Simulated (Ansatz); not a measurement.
Ideal-gas functions of `N=C1O[SiH]1O` at 298.15 K and 1 bar, from an Ansatz frequency run at PBE0-D4/def2-TZVP.

Molar mass 89.13 g/mol, point group C1 (symmetry number 1), electronic degeneracy 1, moments of inertia 43.755, 184.152, 198.688 u Å². Harmonic wavenumbers (cm⁻¹, unscaled): 161, 261, 365, 404, 448, 581, 688, 718, 795, 879, 892, 953, 1028, 1179, 1838, 2317, 3455, 3906.

Use S(trans) = R[1.5 ln M + 2.5 ln T − 1.1517]; rotational temperatures θ = 24.2544 K / I; S(rot) = R[ln(√π/σ · √(T³/θAθBθC)) + 1.5]; for each mode x = 1.438777 ν̃/T, S = R[x/(eˣ − 1) − ln(1 − e⁻ˣ)] and H = RT x/(eˣ − 1); 1 cm⁻¹ = 0.0119627 kJ/mol; R = 8.31446 J/(mol·K).

By hand: the entropy, in J/(mol·K).

Translation 164.9. Rotation: θ = 0.5543, 0.1317, 0.1221 K, giving 107.9. Vibration, mode by mode: 10.62, 6.92, 4.61, 3.97, 3.35, 2.02, 1.34, 1.19, 0.88, 0.64, 0.60, 0.47, 0.35, 0.19, 0.01, 0.00, 0.00, 0.00, in all 37.2. Electronic 0.0. Sum 310.0 J/(mol·K).

By hand: H − E and G − E in kJ/mol, counted from the electronic energy.

Zero-point energy ½ × 20868 × 0.0119627 = 124.8; thermal vibration 7.1; translation, rotation and pV give 4 RT = 9.9. H − E = 141.8 kJ/mol, and G − E = 141.8 − 298.15 × 310.0/1000 = 49.4 kJ/mol.

Vibration gives 12 % of the entropy. The sum counts one conformer and one mirror image; others add a mixing term.
